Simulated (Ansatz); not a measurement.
`[AlH2]/[CH]=[CH]/[SnH3]` + `NC=O` → `N[C](=O)[SnH3]` + `C=[CH][AlH2]`  (formal exchange of groups at the Sn–C bond)

Computed with Ansatz on PBE0-D4/def2-TZVP structures; ΔE is electronic, products minus reactants. CCSD(T)/CBS adds triple-zeta CCSD(T) − MP2 to the extrapolated MP2 energy (def2 sets, frozen cores). This one scheme is used for every species. Functionals use def2-TZVPP. Elements past krypton have def2 core potentials. For Sn outer-core shells are correlated without core-valence functions, which leaves a few kJ/mol of doubt a bond. Each species was taken in one conformer, which may not be the lowest.

```tsv
level	ΔE (kJ/mol)
r2SCAN-D4	-1.4
ωB97X-V	1.9
ωB97M-V	1.3
HF/def2-TZVPP	8.5
SCS-MP2/def2-TZVPP	8.6
CCSD/def2-TZVPP	6.8
SCS-MP2/def2-QZVPP	7.8
CCSD/CBS(def2)	5.3
```

Problem. What does CCSD(T)/CBS give? (An estimate is asked.)

Solution. Computed: +4.2 kJ/mol. The listed levels differ from it by -5.6, -2.3, -2.9, 4.3, 4.4, 2.6, 3.6, 1.1 kJ/mol.

Largest T1 diagnostic among the species: 0.016.

From PBE to PBE0 (25 % exact exchange), in def2-TZVPP and without D4, ΔE moves by +4.5 kJ/mol.
